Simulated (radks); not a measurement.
Neutral platinum inside a hard spherical wall (all orbitals vanish at R), configuration held at [Xe] 4f14 5d9 6s1 and not refilled when levels cross. Method: scalar-relativistic Kohn-Sham, LDA (Slater exchange, Perdew-Wang correlation), spin-unpolarised, spherical densities, point nucleus; computed with a radial shooting solver on a logarithmic mesh with Libxc functionals. Eigenvalues in eV, with the zero of energy where the potential of the charges vanishes at infinity; a dash marks a level that is unbound or too diffuse for the functional's potential to be trusted. A positive occupied level is held by the wall or, in an anion where self-interaction has pushed it up, behind a barrier. The pressure on the wall is -dE/dV.

R (bohr)	E (hartree)	kinetic (hartree)	e(4f)	e(5p)	e(5d)	e(6s)	e(6p, empty)	e(7s, empty)	pressure (GPa)
free	-18403.2377	20524.748	-70.503	-56.286	-6.375	-5.962	-0.957	-	0
10	-18403.2376	20524.749	-70.494	-56.277	-6.367	-5.953	-0.823	1.784	0.00307
7	-18403.2324	20524.794	-70.249	-56.037	-6.146	-5.712	0.031	6.421	0.334
6	-18403.2176	20524.896	-69.778	-55.584	-5.734	-5.228	1.129	11.017	1.76
5	-18403.1580	20525.243	-68.452	-54.338	-4.604	-3.793	3.766	20.509	10.5
4	-18402.8923	20526.548	-64.600	-50.855	-1.359	0.808	11.004	42.853	77.5
3	-18401.4510	20532.614	-52.704	-40.771	9.119	18.467	35.777	107.05	830
2.5	-18398.6149	20543.850	-38.109	-28.862	23.155	45.857	71.256	187.68	3520
